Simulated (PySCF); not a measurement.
A species of formula C8H10O2Si has this rotational fingerprint, computed with PBE0-D3(BJ)/def2-SVP geometry optimisation, gas phase in PySCF:

- Rotational constants: A = 3167, B = 423.4, C = 376.0 MHz
- Dipole components: |μa| = 2.21 D, |μb| = 1.74 D, |μc| = 0.01 D
- Inertial defect: -9.16 u·Å²
- κ: -0.97

Question: Which candidate fits, each taken in the one conformer that was computed?
A. `[CH3:1][C:2](=[O:3])[c:4]1[cH:5][cH:6][c:7]([O:8][SiH3:9])[cH:10][cH:11]1` with C1–C2–C4–C5 180°, C6–C7–O8–Si9 0°
B. `[O:1]=[C:2]([OH:3])[c:4]1[cH:5][cH:6][c:7]([CH2:8][SiH3:9])[cH:10][cH:11]1` with O1–C2–O3–H 0°, O1–C2–C4–C5 -1°, C6–C7–C8–Si9 89°

Answer: A. It is CC(=O)c1ccc(O[SiH3])cc1, a near-prolate asymmetric top. The candidates at the same level (rigid rotor, commonest isotopes):

```
                 SMILES  A (MHz)  B (MHz)  C (MHz)  μa (D)  μb (D)  μc (D)  Δ (u·Å²)  point group                        rotor
CC(=O)c1ccc(O[SiH3])cc1     3167    423.4    376.0    2.21    1.74    0.01     -9.16            –  near-prolate asymmetric top
O=C(O)c1ccc(C[SiH3])cc1     2713    423.3    396.3    1.51    1.40    0.72   -104.83            –  near-prolate asymmetric top
```

`O=C(O)c1ccc(C[SiH3])cc1` has A 14 % too low. No structure here is proved a minimum.
